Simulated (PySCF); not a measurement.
Isomers of C10H10S, one GFN2-xTB conformer each. Single-point energies are computed at PBE0/pcSseg-1 (PySCF, gas phase, no added dispersion term), electronic only.

Question: Rank them by PBE0/pcSseg-1 energy, lowest first (kJ/mol).
A. `[CH:1]1=[CH:2][S:3][C@@H:4]([c:5]2[cH:6][cH:7][cH:8][cH:9][cH:10]2)[CH2:11]1` with S3–C4–C5–C6 -117°, C1–C2–S3–C4 -6°, C2–S3–C4–C5 -113°, S3–C4–C11–C1 -12°, C2–C1–C11–C4 9°
B. `[CH3:1][C:2]#[C:3][c:4]1[cH:5][cH:6][cH:7][cH:8][c:9]1[S:10][CH3:11]` with C8–C9–S10–C11 2°

Answer: A (0.0), B (113.8).

As drawn, the lower has a C=C bond outside aromatic rings, which the higher lacks; the higher has a C≡C bond, which the lower lacks. GFN2-xTB itself gives, in the same order: 0.0, 111.3. Both levels put the same isomer lowest.

Which frontier levels, dipoles and rotational constants go with these structures?

```
                 SMILES  HOMO (eV, PBE0/pcSseg-1)  LUMO (eV)  dipole (D)       A, B, C (MHz)
C1=CS[C@@H](c2ccccc2)C1                     -5.87      -0.49        1.57  2248, 626.5, 606.9
         CC#Cc1ccccc1SC                     -5.96      -0.78        0.78  1164, 804.2, 478.5
```
